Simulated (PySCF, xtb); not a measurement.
Sn(Me)4 (C4H12Sn), SMILES [CH3][Sn]([CH3])([CH3])[CH3].

Harmonic wavenumbers (cm⁻¹) from GFN2-xTB (xtb) at its own minimum, in rising order: 59, 73, 74, 75, 123, 123, 127, 127, 127, 419, 500, 501, 501, 686, 686, 686, 764, 764, 769, 769, 769, 1273, 1273, 1273, 1291, 1458, 1458, 1458, 1461, 1461, 1466, 1466, 1466, 3040, 3040, 3040, 3042, 3043, 3043, 3043, 3047, 3047, 3050, 3050, 3050.

What does PBE-D3(BJ)/def2-SVP in PySCF give at its own minimum? (An estimate is asked for; the answer gives what the named calculation found.)

78, 78, 78, 78, 125, 125, 130, 130, 130, 475, 505, 505, 505, 641, 641, 641, 749, 749, 752, 752, 752, 1154, 1154, 1154, 1167, 1381, 1381, 1381, 1383, 1383, 1393, 1393, 1393, 2983, 2983, 2983, 2984, 3094, 3094, 3094, 3094, 3094, 3094, 3094, 3094. Paired by order, the mean absolute difference is 45 cm⁻¹ and the zero-point energies are 88.7 and 87.2 kcal/mol.
